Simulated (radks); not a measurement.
Results of a calculation; reference values are marked as such.
These are the eigenvalues of the occupied orbitals of an atom or ion with whole-number occupations (eV). Code: a radial shooting solver on a logarithmic mesh with Libxc functionals. Model: Dirac Kohn-Sham, PBE, spin-unpolarised, spherical densities, finite nucleus; Fermi nuclear charge, rms radius of each element as measured or else 0.836 A^(1/3) + 0.57 fm.

| orbital | eigenvalue |
|---|---|
| 1s1/2 | -43363.04 |
| 2s1/2 | -7015.379 |
| 2p1/2 | -6637.557 |
| 2p3/2 | -6117.495 |
| 3s1/2 | -1526.339 |
| 3p1/2 | -1364.932 |
| 3p3/2 | -1261.113 |
| 3d3/2 | -979.9665 |
| 3d5/2 | -957.5247 |
| 4s1/2 | -308.0854 |
| 4p1/2 | -247.1692 |
| 4p3/2 | -224.6740 |
| 4d3/2 | -124.5671 |
| 4d5/2 | -120.5944 |
| 5s1/2 | -46.3025 |
| 5p1/2 | -30.1011 |
| 5p3/2 | -27.0788 |
| 6s1/2 | -8.1882 |
| 4f5/2 | -7.7384 |

Which element is it, and in what charge state? The configuration may be excited. Open shells, if any, fill j = l - 1/2 first.

Answer. Z = 60, neodymium, charge +1: Nd+ in [Xe] 4f4 6s1. The list shows which subshells hold electrons but not how many an open one holds; the 1s level, -1593.6 hartree, gives Z - s = 56.5 by -(Z - s)^2/2, which with screening and relativity narrows Z to a few neighbours, and the depths of the outer levels then fix element, charge and occupations together.
